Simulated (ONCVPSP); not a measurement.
# zirconium, ONCV: configuration errors across variants

```
Element                 : zirconium (Zr)
Generator               : ONCVPSP 4.0.1
Type                    : optimised norm-conserving Vanderbilt (ONCV)
Functional              : Wu-Cohen
Relativity              : fully relativistic
Frozen core             : [Ar] 3d10
Valence charge          : 12
Reference configuration : 4s2 4p6 4d2 5s2
Partial waves           : 4s+5s: rc 2.05 bohr, ncon 4, nbas 7, qcut 7.3 1/bohr, 3 projectors, debl 1.8 Ha; 4p: rc 1.65 bohr, ncon 4, nbas 8, qcut 9.1 1/bohr, 2 projectors, debl 1.2 Ha; 4d: rc 1.85 bohr, ncon 5, nbas 8, qcut 4.7 1/bohr, 2 projectors, debl 3.7 Ha
Local potential         : polynomial inside 1.10 bohr (lpopt 5, dvloc0 -1 Ha)
Core correction         : none
```

Open shells are filled in proportion to 2j + 1.

All-electron excitation energies from the reference (eV): (1) 4s2 4p6 4d2 5s1 7.183; (2) 4s2 4p6 4d2 5s0 20.052; (3) 4s2 4p6 4d1 5s0 42.629; (4) 4s2 4p6 4d2 5s0 5p2 6.300.

A true bound ghost makes a file unfit for plane-wave use even where its test errors are small: the radial tests pick states by their node count and pass the ghost by.

Errors AE − PS in meV (a dash: test not solved or not reliable):

```tsv
change	(1)	(2)	(3)	(4)	bound ghosts	GHOST(+) flags above zero
base	-0.3	-2.3	+1.8	-0.6	none	s
s: nproj 2	-0.3	-2.3	+1.8	-0.6	none	s
d: debl 0.55	-0.3	-2.2	+1.7	-0.6	d3/2	s, d5/2
s: qcut 5.5	-0.6	-3.8	+0.7	-1.3	none	s
```

Problem. Give the same row for: s: rc 1.68.

Solution. -0.1, -0.8, +3.0, -0.2; bound ghosts: none; GHOST(+) flags above zero: s.
